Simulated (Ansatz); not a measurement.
Computed with Ansatz on PBE0-D4/def2-TZVP structures; ΔE is electronic, products minus reactants. CCSD(T)/CBS is the MP2 limit (def2-TZVPP, def2-QZVPP) plus CCSD(T) − MP2 in def2-TZVPP, frozen cores. DFT in def2-TZVPP. For Ga outer-core shells are correlated without core-valence functions, which leaves a few kJ/mol of doubt a bond. Scalar relativity is left out up to krypton. Each species was taken in one conformer, which may not be the lowest.

Reaction (redistribution): `C[SiH2][GaH][Cl]` + `B[SiH2][SiH3]` → `C[SiH2][GaH2]` + `B[SiH]([SiH3])Cl`

| level | ΔE (kJ/mol) | difference from CCSD(T)/CBS |
| --- | --- | --- |
| r2SCAN0-D4 | 50.9 | 1.3 |
| BHLYP-D4 | 50.7 | 1.1 |
| revPBE | 51.5 | 1.9 |
| BLYP | 53.8 | 4.2 |
| r2SCANh | 51.6 | 2.0 |
| RPA@PBE/def2-TZVPP | 50.8 | 1.2 |
| HF/def2-SVP | 62.6 | 13.0 |
| HF/def2-TZVPP | 54.1 | 4.5 |
| CCSD/def2-TZVPP | 51.5 | 1.9 |
| CCSD(T)/def2-TZVPP | 51.9 | 2.3 |
| CCSD(T)/CBS | 49.6 | 0 |

Largest T1 diagnostic among the species: 0.014.

At CCSD(T), def2-SVP lies +14.4 kJ/mol from the extrapolated value and def2-TZVPP +2.3 kJ/mol. Leaving LDA and LC-ωPBE aside and taking each functional with its dispersion term where it has one, the values, not all of them listed here, spread over 7.3 kJ/mol, from B97M-V to B2PLYP.
